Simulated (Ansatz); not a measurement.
Species: C$_{10}$H$_{9}$BS, SMILES `Bc1cc2ccsc2cc1C=C` (charge 0, multiplicity 1).

### Question
Give a relaxed geometry from B3LYP-D3(BJ)/def2-SVP (Ansatz, a quantum-chemistry and plane-wave program).

### Answer
One answer among several that fit: the end point of this relaxation, one of several conformers (outside a Z-matrix the atoms follow the SMILES, hydrogens last).
Z-matrix (Å, degrees):
```
C
C 1 1.4068
H 2 1.0930 1 118.98
C 2 1.4029 3 119.10 1 177.84
C 4 1.4213 2 118.07 3 -178.70
C 5 1.3978 4 121.58 2 -1.24
H 6 1.0924 5 120.32 4 -177.97
C 6 1.3990 7 119.86 5 -178.32
C 4 1.4415 2 130.05 3 0.88
C 9 1.3617 4 112.65 2 -179.66
H 10 1.0892 9 127.68 4 -179.98
H 9 1.0907 10 123.70 11 0.04
C 8 1.4690 6 117.38 7 3.26
C 13 1.3414 8 126.38 6 148.14
H 14 1.0930 13 122.08 8 -1.12
H 14 1.0930 15 116.83 13 178.60
H 13 1.0966 14 118.21 15 175.38
B 1 1.5389 2 115.80 3 10.77
H 18 1.2033 1 122.26 2 151.77
H 18 1.2088 19 118.76 1 175.04
S 5 1.7474 6 127.21 7 0.95
```
